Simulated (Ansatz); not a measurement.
Saddle point of GaNH6, singlet (GaH₃ + NH₃ → GaNH₄ ([NH2][GaH2]) + H₂; bonds formed: H2–H5; dative contacts that become bonds: Ga1–N6; bonds broken: Ga1–H2, H5–N6), PBE0-D4/def2-TZVP structure:

Ga1  (-0.829, 0.303, -0.404)
H2  (0.561, -0.336, -1.478)
H3  (-0.911, 1.835, -0.690)
H4  (-1.959, -0.768, -0.497)
H5  (0.877, -0.394, -0.547)
N6  (0.624, -0.188, 0.842)
H7  (0.511, -0.992, 1.443)
H8  (1.126, 0.540, 1.329)
(Å)

Energies are electronic, without zero-point energy. Barriers and step energies count from the start structure reached by relaxing down the imaginary mode; all methods use the PBE0-D4 structures, on which another method's saddle can fall below an end. Ansatz 0.2.0; basis: def2-TZVPP, with def2-QZVPP for the basis limit; cores frozen in the correlated methods. Filled d shells of the heavier atoms are correlated. The def2 sets are not built for correlating such inner shells, so the correlated values are less sure here. B3LYP uses VWN-RPA correlation. Extrapolation: Hartree–Fock as exp(−7.88 √X), correlation as X^−2.97.

```csv
method,barrier (kcal/mol),step energy (kcal/mol)
SPW92,30.57,19.12
PBE-D4,?,14.26
BLYP-D4,34.85,11.61
r2SCAN-D4,35.74,15.44
B97M-V,39.30,18.01
PBE0-D4,36.73,16.29
B3LYP-D4,37.54,13.70
r2SCAN0-D4,38.16,16.72
BHLYP-D4,41.62,15.88
CAM-B3LYP-D4,38.86,15.07
wB97X-V,39.40,15.29
wB97M-V,?,15.19
B2PLYP,38.51,13.66
PBE-QIDH,38.98,16.40
RPA on PBE,?,14.26
HF,49.17,15.89
MP2,38.43,13.57
CCSD,41.47,15.52
CCSD(T),39.85,15.10
```

**Question.** Fill in the withheld barriers. (Judge from chemistry; the value comes from the calculation.)

**Answer.** By the calculation: RPA on PBE 39.29; PBE-D4 33.27; wB97M-V 39.17 kcal/mol. Each is the energy of the saddle less that of the start structure, by the same method.

For comparison, the barrier by CCSD(T) at an estimated basis limit (MP2 extrapolated from triple and quadruple zeta, plus CCSD(T) − MP2 in triple zeta) is 38.74 kcal/mol.

The T1 diagnostic stays at or below 0.014.

The step is the kind of exchange with an N–H group that builds nitride films in atomic layer and chemical vapour deposition.

Labels in which every atom is bracketed show which atoms are joined, not bond orders.

For scale, one of the runs: CCSD(T)/def2-TZVPP, 163 basis functions, launched by `ansatz run in.yaml --threads 2 --pin off --events-out ev --progress --plain --max-ram 4352MiB`. Time: 17 s of wall clock on 2 CPU threads of an Intel Xeon Platinum 8488C; the host was shared. Peak host memory: 1.3 GiB.
